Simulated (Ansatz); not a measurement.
A nudged elastic band was laid between two geometries of H5NO3Ti (10 atoms, charge 0, multiplicity 1).

Computed with RKS PBE0-D4/def2-SVP in Ansatz.

* movable images: 7
* climbing image: from the first iteration
* spring: 5.0 eV/Å²
* optimiser: fire
* start path: through a guess of the saddle point
* force threshold: 0.03 eV/Å
* iteration limit: 60
* end points: relaxed

Initial state:

```xyz
10
Properties=species:S:1:pos:R:3
Ti -0.262 0.139 0.064
N 1.583 -0.079 0.252
O -0.890 -1.081 -1.088
H -0.391 -1.757 -1.555
O -0.575 1.771 -0.607
O -1.023 -0.133 1.662
H 2.278 0.458 -0.260
H 2.018 -0.589 1.015
H -1.036 2.028 -1.410
H -1.702 -0.758 1.927
```

Final state:

```xyz
10
Properties=species:S:1:pos:R:3
Ti -0.712 0.148 -0.018
N 1.366 -0.537 -0.176
O -1.495 -0.843 -1.009
H 1.424 -1.328 -0.817
O -0.585 1.873 -0.617
O -1.065 -0.120 1.757
H 1.973 0.203 -0.529
H 1.727 -0.835 0.731
H -0.958 2.209 -1.437
H -1.674 -0.771 2.115
```

(1) What changes between the two ends?

(2) What energy profile does the band end with?

The band took 60 iterations and about 27 core-minutes.

Results:

(1) Bonds broken: O3–H4. Bonds formed: N2–H4.

(2) The run ended unconverged. The highest image is number 3 of 0 to 8, 0.99 eV above the first end and 1.17 eV above the last; the last end lies 0.17 eV below the first. The band didn't meet its force threshold, so its energies are provisional: the largest band force was still 0.23 eV/Å, and over the last iterations the top stayed at 0.99 eV. The orbitals stay closed-shell, which can raise the energy where a bond breaks towards radicals; this wasn't checked here.

```csv
image,path coordinate (Å),energy (eV),O3–H4 (Å),N2–H4 (Å)
0,0.00,0.00,0.96,3.16
1,0.60,0.07,0.96,2.72
2,1.20,0.35,0.98,2.12
3,1.80,0.99,1.19,1.40
4,2.14,0.45,1.59,1.11
5,2.48,0.04,2.03,1.03
6,2.82,-0.11,2.44,1.02
7,3.16,-0.16,2.71,1.02
8,3.49,-0.17,2.96,1.02
```

Run time: 14 min on 2 threads of Intel(R) Xeon(R) 6975P-C (Granite Rapids), with other jobs on the host, peak memory 0.31 GiB.
